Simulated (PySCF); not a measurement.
**Solvent effects on NMR parameters**

Atom-mapped SMILES (the numbers label the heavy atoms): `[CH3:1][CH2:2][CH:3]1[CH2:4][SiH2:5][CH2:6]1` (H(Xn): hydrogen on atom n). Ha(C4), Ha(Si5), Ha(C6) are cis to C2 on the ring; Hb(C4), Hb(Si5), Hb(C6) are trans to C2 on the ring.

GIAO PBE0/pcSseg-1 in PySCF 2.14.0 with density-fitted response routines on one PBE0-D3(BJ)/def2-SVP conformer, non-relativistic, equivalent nuclei averaged. Solvents enter as an IEF-PCM continuum (chloroform with ε = 4.7, water with ε = 78.4) around the gas-phase geometry. Shifts are referred to TMS computed in the same medium.

Gas phase, δ in ppm: C3 39.9, C2 38.6, C4/C6 17.0, C1 13.5, Si5 -38.4, Ha(Si5) 4.74, Hb(Si5) 4.64, H(C3) 2.05, H(C2) 1.28, Hb(C4)/Hb(C6) 1.21, H(C1) 0.92, Ha(C4)/Ha(C6) 0.73. Dipole moment 0.53 D.

Q: How does each δ change in the continuum?

A: 
```csv
atoms,environment,"Δδ, chloroform","Δδ, water"
C3,sp3 CH in a ring,+0.5,+0.8
C2,sp3 CH2,+0.3,+0.4
C4/C6,sp3 CH2 bonded to Si,+0.4,+0.6
C1,methyl carbon,+0.2,+0.3
Si5,"silicon bonded to 2 C, 2 H, in a 4-membered ring",-0.1,-0.2
Ha(Si5),"hydrogen on a silicon bonded to 2 C, in a 4-membered ring",-0.06,-0.09
Hb(Si5),"hydrogen on a silicon bonded to 2 C, in a 4-membered ring",-0.09,-0.13
H(C3),hydrogen on an sp3 CH in a ring,+0.06,+0.08
H(C2),hydrogen on an sp3 CH2,+0.01,+0.01
Hb(C4)/Hb(C6),hydrogen on an sp3 CH2 bonded to Si,+0.01,0.00
H(C1),hydrogen on a methyl carbon,-0.01,-0.01
Ha(C4)/Ha(C6),hydrogen on an sp3 CH2 bonded to Si,+0.07,+0.10
```

Changes are relative to the gas phase. The dipole moment becomes 0.65 D in chloroform, 0.70 D in water.

Q: Which of the listed nuclei move most (in ppm), and what does the model miss?

A: C3 (sp3 CH in a ring, +0.8 ppm) in water. A continuum only polarises the solute; specific hydrogen bonds, the anisotropy of aromatic solvents and changes of geometry or conformer are outside it.
